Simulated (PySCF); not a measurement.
Isomers of C8H10, one conformer each; single-point electronic energies without zero-point terms and without any empirical dispersion term.

Level: PBE0/pcSseg-1 in PySCF, non-relativistic, each on one gas-phase PBE0-D3(BJ)/def2-SVP geometry that isn't relaxed in the solvent. The solvent is an IEF-PCM continuum (Bondi radii, 1.10 Å for H, scaled by 1.2). Only the electrostatic response of the medium enters.

```tsv
isomer	relative energy, gas (kcal/mol)	dipole (D)
`Cc1ccccc1C` (o-xylene)	0.0	0.71
`CCc1ccccc1` (ethylbenzene)	2.3	0.39
```

Task: How do the relative energies look in chloroform (ε = 4.711)?

Result: 
```json
{"isomer": "`Cc1ccccc1C` (o-xylene)", "relative energy, solvent (kcal/mol)": "0.0", "E(solvent) − E(gas) (kcal/mol)": "-2.3", "dipole in solvent (D)": "0.96"}
{"isomer": "`CCc1ccccc1` (ethylbenzene)", "relative energy, solvent (kcal/mol)": "2.4", "E(solvent) − E(gas) (kcal/mol)": "-2.1", "dipole in solvent (D)": "0.52"}
```

The order is unchanged. Conformers: `[CH3:1][CH2:2][c:3]1[cH:4][cH:5][cH:6][cH:7][cH:8]1` with C1–C2–C3–C4 -89°. `Cc1ccccc1C` (o-xylene) gains most from the continuum, and it has the largest gas-phase dipole. The gains span 0.2 kcal/mol, the gas-phase energies 2.3 kcal/mol.
